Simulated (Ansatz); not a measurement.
Basis sets compared for the cluster SnPt2⁺. Total charge 1; doublet. Geometry r2SCAN-D4/def2-TZVP. Ansatz on 4 threads of Arm Neoverse V2 on a shared host; times are rough, and most runs start from earlier orbitals.

```xyz
3

Pt    0.885   -0.947   -0.568
Pt   -1.349   -0.418    0.100
Sn    0.464    1.366    0.469
```

In the def2 sets Pt, Sn take a core potential; there is no spin–orbit coupling. The structure comes from a short search, and lower isomers may exist.

```csv
level,functions,energy (Eh),HOMO (eV),LUMO (eV),wall time
PBE-D4/def2-SVP,90,-452.8712,-10.90,-10.50,1.9 s
PBE0-D4/def2-SVP,90,-452.7468,-12.02,-9.21,3.3 s
```

Question: Estimate the rows for PBE-D4/def2-TZVP, PBE0-D4/def2-TZVP (with forces).

Answer: 
| level | functions | energy (Eh) | HOMO (eV) | LUMO (eV) | wall time |
| --- | --- | --- | --- | --- | --- |
| PBE-D4/def2-TZVP | 130 | -452.8985 | -10.84 | -10.44 | 3 s |
| PBE0-D4/def2-TZVP (with forces) | 130 | -452.7746 | -11.95 | -9.13 | 6.5 s |
